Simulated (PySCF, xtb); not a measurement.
MoH5, SMILES [MoH5] (connectivity only; charge and spin as stated), neutral, multiplicity 2.

Harmonic wavenumbers (cm⁻¹) from xtb 6.7.1 with GFN2-xTB at its own minimum, in rising order: 200, 580, 624, 644, 821, 913, 1138, 1354, 1630, 1661, 1671, 1715.

Problem. What does PBE-D3(BJ)/def2-TZVPD run with PySCF give at its own minimum? (Estimate from the structure and the level; the computed values follow.)

Solution. 417, 512, 796, 821, 842, 908, 927, 1863, 1899, 1908, 1976, 1982. Paired by order, the mean absolute difference is 206 cm⁻¹ and the zero-point energies are 18.5 and 21.2 kcal/mol.
